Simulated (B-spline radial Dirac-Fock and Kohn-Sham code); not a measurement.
# How the binding energies of Gd add up

System: the Gd atom, [Xe] 4f9 5d1 (not the ground configuration); nuclear rms radius 5.1569 fm (A = 158).

Model: Dirac-Fock (average of configuration) total-energy differences with a finite nucleus, the Breit interaction including its frequency dependence, and self-energy and vacuum-polarisation corrections. Program: a radial finite-basis atomic code. Correlation energy is missing from these numbers. Energies are counted from the vacuum level. Subshells whose hole state is unreliable or did not converge are left out.

All terms are in eV, carry their sign (relaxation lowers the binding energy) and add up to the binding energy; ⟨r⟩ is the mean radius of the orbital in the initial state.

| subshell | −ε (Koopmans) | relaxation | Gaunt | retardation | QED | binding energy | ⟨r⟩ (bohr) |
| --- | --- | --- | --- | --- | --- | --- | --- |
| K | 50530.9 | -83.72 | -155.66 | 13.53 | -73.55 | 50231.5 | 0.022 |
| L1 | 8450.5 | -50.90 | -15.96 | 1.06 | -10.03 | 8374.7 | 0.093 |
| L2 | 8003.6 | -54.85 | -27.82 | 3.07 | 0.36 | 7924.3 | 0.078 |
| L3 | 7305.7 | -52.77 | -19.65 | 3.91 | -0.73 | 7236.5 | 0.084 |
| M1 | 1912.7 | -30.30 | -2.69 | 0.15 | -2.24 | 1877.6 | 0.243 |
| M2 | 1718.9 | -31.02 | -4.88 | 0.49 | 0.03 | 1683.5 | 0.233 |
| M3 | 1572.8 | -30.03 | -3.25 | 0.69 | -0.18 | 1540.0 | 0.246 |
| M4 | 1242.7 | -32.07 | -1.92 | 0.15 | 0.18 | 1209.1 | 0.218 |
| M5 | 1211.3 | -31.69 | -1.23 | 0.16 | 0.09 | 1178.6 | 0.222 |
| N1 | 397.6 | -15.40 | -0.56 | 0.04 | -0.52 | 381.1 | 0.554 |
| N2 | 320.4 | -15.01 | -0.99 | 0.11 | 0.01 | 304.5 | 0.568 |
| N3 | 287.9 | -14.23 | -0.62 | 0.15 | -0.04 | 273.1 | 0.596 |
| N4 | 159.8 | -13.32 | -0.26 | 0.02 | 0.03 | 146.3 | 0.637 |
| N5 | 153.8 | -13.01 | -0.12 | 0.02 | 0.02 | ? | 0.647 |
| O1 | 52.39 | -5.08 | -0.09 | 0.01 | -0.08 | 47.15 | 1.408 |
| O2 | 29.92 | -4.42 | -0.11 | 0.01 | 0.00 | 25.40 | 1.597 |
| O3 | 25.86 | -4.09 | -0.06 | 0.02 | 0.00 | 21.72 | 1.704 |
| O4,5 | 1.69 | -0.01 | 0.00 | 0.00 | 0.00 | 1.68 | 8.353 |

Task: Which binding energy belongs in the row of N5?

Result: 140.7 eV, the sum of the terms in that row (to rounding).

For the deepest level, K (1s), the Breit terms make up -0.283 % of the binding energy, QED -0.146 % and orbital relaxation -0.167 %.

Values without a named source are computed, but for edge energies of neutral atoms, which are taken from tables.
